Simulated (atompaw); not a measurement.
## Tc: one change to a PAW (atompaw) potential, before and after

```
Element                 : Tc (Z = 43)
Generator               : atompaw 4.2.0.5
Type                    : PAW
Functional              : PBEsol
Relativity              : scalar-relativistic
Frozen core             : [Ar] 3d10
Valence charge          : 15
Reference configuration : 4s2 4p6 4d5 5s1.75 5p0.25
Partial waves           : 4s (bound): rc 1.90 bohr; 5s (bound): rc 2.20 bohr; 4p (bound): rc 1.70 bohr; 5p (bound): rc 1.90 bohr; 4d (bound): rc 2.20 bohr; 4d channel at 0.1 Ry: rc 2.20 bohr
Local potential         : troulliermartins scheme with l = 3 at 1 Ry, radius 2.10 bohr
Core correction         : smooth core density matched at 1.50 bohr
Augmentation charge     : sinc compensation charge, radius 2.15 bohr; PAW radius 2.20 bohr; waves and projectors: custom rrkj vanderbiltortho
```

All-electron outer shells of the reference configuration (PBEsol, scalar-relativistic, ld1.x):

| shell | level (eV) | outermost node (bohr) | outermost maximum (bohr) |
| --- | --- | --- | --- |
| 3p | -416.08 | 0.16 | 0.36 |
| 3d | -250.26 | – | 0.31 |
| 4s | -73.70 | 0.50 | 0.95 |
| 4p | -45.69 | 0.51 | 1.03 |
| 4d | -7.03 | 0.50 | 1.27 |
| 5s | -5.33 | 1.28 | 2.72 |
| 5p | -1.58 | 1.45 | 3.63 |

Change: all radii scaled by about 0.80 (s 1.52, p 1.36, d 1.76 bohr); local potential troulliermartins scheme with l = 3 at 1 Ry, radius 1.68 bohr; augmentation sinc compensation charge, radius 1.72 bohr; PAW radius 1.76 bohr; waves and projectors: custom rrkj vanderbiltortho; core correction smooth core density matched at 1.20 bohr.

Cutoffs: the cutoffs (Ry, on a coarse ladder) from which the occupation-weighted sum of valence levels, in a spherical-Bessel basis at the reference potential, stays within 10 and 1 mRy of its value at 400 Ry; they do not see the model core or the augmentation charge, which bear on the density cutoff.

**Question.** What does the change do?

**Answer.** The potential gets harder (30 Ry and 50 Ry → 45 Ry and 80 Ry); a bound ghost appears in p, s, which as a rule spoils a file. A smaller radius makes the pseudo-wave follow the all-electron one further in, where it bends more sharply, so more plane waves are needed.

| quantity | base | changed |
| --- | --- | --- |
| cutoff, loose | 30 Ry | 45 Ry |
| cutoff, tight | 50 Ry | 80 Ry |
| loose cutoff by channel (10 mRy a level) | s 15 Ry, p 30 Ry, d 18 Ry | s 18 Ry, p 40 Ry, d 30 Ry |
| bound ghosts | none | p, s |
| lowest overlap eigenvalue by channel | s 0.45, p 0.10, d 1.00 | s 0.05, p 0.18, d 0.90 |

 A true bound ghost makes a file unfit for plane-wave use even where its test errors are small: the radial tests pick states by their node count and pass the ghost by. The cutoffs see the waves, projectors and local potential, not the compensation charge or the core.
